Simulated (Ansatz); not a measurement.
Reaction (atomization): `C[Se][Si](F)(F)F` → C• + 3 F• + 3 H• + Se• + Si•

Program: Ansatz. Geometries: PBE0-D4/def2-TZVP. ΔE: electronic, gas phase. CBS: MP2 limit from def2 TZ/QZ plus the TZ coupled-cluster correction, frozen cores. This one scheme is used for every species, atoms too. For atomizations the MP2-based limit and the directly extrapolated one differ by several kJ/mol either way, and by 10 to 25 for some Ge, Se and Sn compounds, so smaller differences from it don't rank the levels. No spin–orbit coupling; open shells (•) take unrestricted orbitals. Spin–orbit coupling would lower the free atoms: a little for C, F, Si; clearly for Se. Bonds to Se are less sure, by a few kJ/mol each and by 10 to 20 or more in all where they break to atoms, as the def2 sets lack core-valence functions. Scalar relativity is left out up to krypton. One conformer a species, not always the lowest.

| species | CCSD(T)/CBS(def2) energy (Eh) |
| --- | --- |
| `C[Se][Si](F)(F)F` | -3029.26210 |
| C• | -37.79194 |
| F• | -99.66871 |
| H• | -0.50000 |
| Se• | -2400.63306 |
| Si• | -288.94402 |

(1) Work out ΔE.

Largest T1 diagnostic among the species: 0.012.

Results:

(1) ΔE = 3 × (-99.66871) + 3 × (-0.50000) + (-37.79194) + (-2400.63306) + (-288.94402) − (-3029.26210) = 1.38695 Eh = +37.74 eV.

From r2SCAN to r2SCAN0 (25 % exact exchange), in def2-TZVPP and without D4, ΔE moves by −0.83 eV: exact exchange takes away binding that semilocal exchange gives to molecules. The D4 term adds +0.39 eV with B3LYP and +0.20 eV with PBE0; it sums over pairs of atoms, weighted by their polarisabilities, and B3LYP, whose exchange is more repulsive, gets the larger term.

B3LYP here is the variant with VWN-RPA as its local correlation; programs differ in this.
